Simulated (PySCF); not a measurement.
This script is equivalent to a calculation on F (fluorine, neutral).

```python
from pyscf import gto, scf, dft, mp, cc
import basis_set_exchange as bse
mol = gto.M(atom="F 0 0 0", charge=0, spin=1, symmetry="D2h",
            basis=gto.basis.parse(bse.get_basis("cc-pVDZ-DK", elements=["F"], fmt="nwchem", header=False)),
            nucmod="G")
mf = dft.UKS(mol, xc="B88,P86").sfx2c1e()
mf.irrep_nelec = {'Ag': (2, 2), 'B1u': (1, 1), 'B2u': (1, 1), 'B3u': (1, 0)}
mf.kernel()
```

Problem. What total energy does it give?

Solution. -99.807 hartree (calculated).

Problem. Which occupied shell lies highest, and where?

Solution. 2p β, at -9.414 eV.

Problem. What is ⟨S²⟩, and what would a pure spin state give?

Solution. 0.751, against 0.75.
